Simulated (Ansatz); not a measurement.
Relaxation of C2H9NSi (13 atoms, charge 0, multiplicity 1), to a largest force component of 0.02 eV/Å in at most 40 steps.

Level of theory: Ansatz 0.2.0, RKS BLYP-D4/STO-3G.

```xyz
13
Properties=species:S:1:pos:R:3
Si 0.000 0.000 0.000
H 0.000 0.000 1.460
H 1.377 0.000 -0.486
N -0.857 1.485 -0.606
C -2.272 1.409 -0.998
H -2.825 0.778 -0.270
H -2.709 2.429 -1.010
H -2.352 0.961 -2.011
C -0.135 2.762 -0.704
H -0.244 3.171 -1.730
H -0.557 3.483 0.028
H 0.940 2.598 -0.483
H -0.688 -1.191 -0.486
```

Task: Where does it end, and by what steps?

Result: The forces met the threshold. Limits of this set-up: minimal basis. After 15 steps the energy has fallen by 0.370 eV; H7 moved furthest, 1.13 Å.

| step | energy less start (eV) | largest force component (eV/Å) | accepted |
| --- | --- | --- | --- |
| 0 | 0.0000 | 2.495 | yes |
| 1 | -0.1553 | 0.687 | yes |
| 2 | -0.1734 | 0.153 | yes |
| 3 | -0.1663 | 0.714 | no |
| 4 | -0.1820 | 0.102 | yes |
| 5 | -0.1905 | 0.132 | yes |
| 6 | -0.2012 | 0.286 | yes |
| 7 | -0.2070 | 0.517 | yes |
| 8 | -0.2605 | 0.176 | yes |
| 9 | -0.2956 | 0.641 | yes |
| 10 | -0.3253 | 0.688 | yes |
| 11 | -0.3446 | 0.536 | yes |
| 12 | -0.3618 | 0.306 | yes |
| 13 | -0.3696 | 0.104 | yes |
| 14 | -0.3702 | 0.021 | yes |
| 15 | -0.3703 | 0.001 | yes |

```xyz
13
Properties=species:S:1:pos:R:3
Si -0.058 0.089 0.137
H -0.350 0.457 1.523
H 1.385 0.029 -0.033
N -0.697 1.258 -1.078
C -2.214 1.376 -1.025
H -2.661 0.367 -1.159
H -2.612 1.812 -0.071
H -2.559 2.027 -1.860
C -0.095 2.647 -0.916
H -0.444 3.296 -1.752
H -0.364 3.160 0.044
H 1.014 2.571 -0.971
H -0.667 -1.202 -0.138
```

The run took 40 s on 1 thread of Arm Neoverse V1, on a shared host, peak memory 0.12 GiB.
